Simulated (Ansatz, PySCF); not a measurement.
C2H6ClSn (SMILES [CH3][Sn]([CH3])[Cl]), doublet, at a GFN2-xTB geometry (such geometries of metal compounds can be far from the true shape) (the spin is typed, not shown lowest) (all electrons, no relativity), with bond 3-2 at 1.8 times its length. Base run: PySCF with CASSCF(5,4)/STO-3G.

Input for PySCF:
```python
from pyscf import gto, scf, mcscf
import numpy

mol = gto.M(
    atom='''
Sn   -0.347426    0.252738    0.217097
C    -1.587188   -1.458211   -0.753528
H    -0.541755   -2.026287   -2.301384
H    -2.559259   -1.094077   -1.065186
H    -1.699241   -2.282524   -0.058303
C     0.311834    1.743133   -1.441387
H     0.711288    1.121831   -2.235621
H     1.082468    2.406842   -1.065885
H    -0.536741    2.315457   -1.797777
Cl    1.707722   -0.884714    0.597110
''',
    basis='sto-3g',
    charge=0,
    spin=1,
    verbose=3,
)

mf = scf.ROHF(mol)
mf.kernel()
mc = mcscf.CASSCF(mf, 4, 5)
mc.fix_spin_(ss=0.75)
mc.kernel()
occ = numpy.linalg.eigvalsh(mc.fcisolver.make_rdm1(mc.ci, mc.ncas, mc.nelecas))[::-1]
ss = mc.fcisolver.spin_square(mc.ci, mc.ncas, mc.nelecas)[0]
print('natural occupations', occ.round(4), ' <S^2>', round(ss, 4))
```

Programs used: Ansatz (a quantum-chemistry and plane-wave program), PySCF; a row that names a program was run with it.

Each row names what was changed in the base input (with any setting that the change needs).

```csv
change,ΔE vs base (mEh),natural occupations,<S^2> of the state
base,0.000,2.00 1.73 1.00 0.27,0.75
state_average = 2 states,0.228,-,-
orbitals = fixed (CASCI); correction = SC-NEVPT2,-124.7,2.00 1.80 1.00 0.21,0.75
"active space = 3 electrons, 4 orbitals",0.004,1.73 1.00 0.27 0.00,0.75
"active space = 7 electrons, 5 orbitals",-0.360,2.00 2.00 1.73 1.00 0.27,0.75
"active space = 3 electrons, 5 orbitals",-0.096,1.73 1.00 0.27 0.00 0.00,0.75
"active space = 5 electrons, 7 orbitals",-19.697,1.96 1.73 1.00 0.27 0.04 0.00 0.00,0.75
"code = ansatz; correction = SC-NEVPT2, all electrons",-124.6,-,-
conv_tol = 1e-5,0.003,2.00 1.73 1.00 0.27,0.75
code = ansatz,0.016,-,-
correction = SC-NEVPT2,-124.6,2.00 1.73 1.00 0.27,0.75
```

Active orbitals are taken around the Fermi level unless the row says otherwise; CASSCF can end in different local minima, and two programs can end on different orbitals. State-averaged rows give the lowest state.

Open shells are given as the SCF converged; they aren't shown to be the lowest states, and a large step between rows can be another state.
